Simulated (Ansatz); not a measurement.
Stepwise reaction of `CBCBC` with hydrogen, as a gas-phase model of exchange steps in deposition or etching. ΔE in kJ/mol; ΔG adds harmonic PBE0-D4 terms to CCSD(T)/CBS, at 1 bar.

Calculated with Ansatz (gas phase, PBE0-D4/def2-TZVP geometries, no zero-point term in ΔE). CCSD(T)/CBS is the MP2 limit (def2-TZVPP, def2-QZVPP) plus CCSD(T) − MP2 in def2-TZVPP, frozen cores. This one scheme is used for every species. DFT in def2-TZVPP. B3LYP here is the variant with VWN-RPA as its local correlation; programs differ in this. Each species was taken in one conformer, which may not be the lowest.

```tsv
step	reaction	PBE-D4	B3LYP-D4	ωB97M-V	CCSD(T)/CBS	ΔG(500 K)
1	`CBCBC` + H₂ → `BCBC` + CH₄	-9.6	-17.0	-15.1	-15.5	-1.9
2	`BCBC` + H₂ → `BCB` + CH₄	-10.2	-17.5	-15.4	-15.9	-7.9
```

(1) By hand: ΔE of the 2 steps together at CCSD(T)/CBS.

## Answers

(1) (-15.5) + (-15.9) = -31.4 kJ/mol, or -15.7 kJ/mol a step.

In ΔE the steps differ by no more than 0.4 kJ/mol. All are downhill at CCSD(T)/CBS. ΔG lies between -7.9 and -1.9 kJ/mol a step. PBE-D4 differs from CCSD(T)/CBS by 5.7 to 5.9 kJ/mol a step. Only this route is followed, and other bonds may react first. Isolated molecules leave out the surface, adducts and barriers. Largest T1 diagnostic: 0.011.
